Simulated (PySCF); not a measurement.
Compound: C2H14BNSi3.
Cartesian coordinates in Å at the PBE0-D3(BJ)/def2-SVP level; atoms count from 1:
```xyz
21
C2H14BNSi3 angstrom
C      1.5870    1.4107    0.5818
B      1.6563   -0.0042   -0.0803
C      3.0025   -0.5628   -0.6516
Si     0.0027   -1.1814   -0.1561
N     -1.5133   -0.2886    0.0488
Si    -1.8991    0.9948   -1.0719
Si    -2.6608   -0.7786    1.2742
H      0.5974    1.8902    0.5917
H      2.3477    2.1172    0.2128
H      1.8430    1.2162    1.6448
H      3.9072   -0.1047   -0.2214
H      2.9772   -0.2593   -1.7196
H      3.1021   -1.6590   -0.6575
H      0.0545   -2.1687    0.9790
H     -0.0448   -2.0084   -1.4108
H     -0.7072    1.1834   -1.9594
H     -2.1860    2.2829   -0.3676
H     -3.0799    0.6690   -1.9311
H     -2.0486   -0.7447    2.6379
H     -3.8071    0.1826    1.2324
H     -3.1857   -2.1593    1.0377
```

The closed-shell ground state was solved at several levels (PySCF, density fitting, gas phase, non-relativistic).

```csv
level,basis functions,HOMO (eV),LUMO (eV),gap (eV),dipole (D)
HF/pcSseg-1,210,-10.05,2.19,12.24,1.29
PBE0/pcSseg-1,210,-7.08,-1.46,5.62,1.44
```

Problem. What might CAM-B3LYP/def2-SVPD (264 basis functions) give for the same quantities?

Solution. HOMO -8.37 eV, LUMO -0.29 eV, gap 8.08 eV, dipole 1.43 D.

Problem. Over all these levels, which gives the widest orbital gap and which the narrowest?

Solution. HF/pcSseg-1 (Hartree–Fock, all exact exchange) has the widest, 12.24 eV, and PBE0/pcSseg-1 (global hybrid, 25 % exact exchange) the narrowest, 5.62 eV. The two share the basis. From the narrowest to the widest the HOMO moves by -2.97 eV and the LUMO by +3.65 eV. The HOMO need not be the same orbital at Hartree–Fock and at DFT levels.

Problem. How far do the dipole and the HOMO energy spread over the levels?

Solution. The dipole runs from 1.29 to 1.44 D (mean 1.39 D) and the HOMO from -10.05 to -7.08 eV.

One conformer stands for the species.
